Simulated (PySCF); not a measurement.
Cl2GeH, SMILES [Cl][GeH][Cl], multiplicity 2. The structure is a stationary point at PBE-D3(BJ)/def2-TZVP. The isomer is the one that the SMILES or the coordinates give; other isomers of the formula were not compared.

Calculation: PBE-D3(BJ)/def2-TZVP (PySCF).

Harmonic wavenumbers (cm⁻¹): 132, 387, 403, 544, 604, 1909. Rotational constants (GHz): 8.113, 2.274, 1.799; symmetry number 1.

### Question
Work out the zero-point energy and the ideal-gas rigid-rotor harmonic-oscillator thermochemistry at 298.15 K and 1 atm.

### Answer
ZPE = ½ Σ hcν = ½ × 3978 cm⁻¹ = 23.79 kJ/mol. H − E(el) = 38.06 kJ/mol. Entropy in J/(mol K): translation 170.77, rotation 111.60, vibration 24.60, spin 5.76, total 312.74. G − E(el) = -55.19 kJ/mol. Cp = 62.87 J/(mol K). Modes under 150 cm⁻¹ make the vibrational entropy uncertain.
